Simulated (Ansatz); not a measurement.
BeBrH (SMILES [BeH][Br]) moved off its minimum; all values from Ansatz (an electronic-structure program), cores frozen in correlated methods.
(charge 0, multiplicity 1)
```xyz
3

Be    -0.05568    -0.10275    -1.65833
H      0.03731    -0.07174    -3.10349
Br    -0.00982    -0.08921     0.29908
```

Forces at B3LYP/def2-TZVPP (eV/Å):

| atom | Fx | Fy | Fz |
|---|---|---|---|
| Be1 | 0.235 | 0.077 | -1.577 |
| H2 | -0.178 | -0.058 | 1.537 |
| Br3 | -0.057 | -0.018 | 0.040 |

Q: Give the forces (eV/Å), the total energy and the dipole at CCSD(T)/aug-cc-pVTZ.

A: 
```csv
atom,Fx,Fy,Fz
Be1,0.224,0.073,-1.543
H2,-0.170,-0.056,1.490
Br3,-0.054,-0.017,0.053
```
Energy -2587.9885 hartree, dipole 0.27 D.
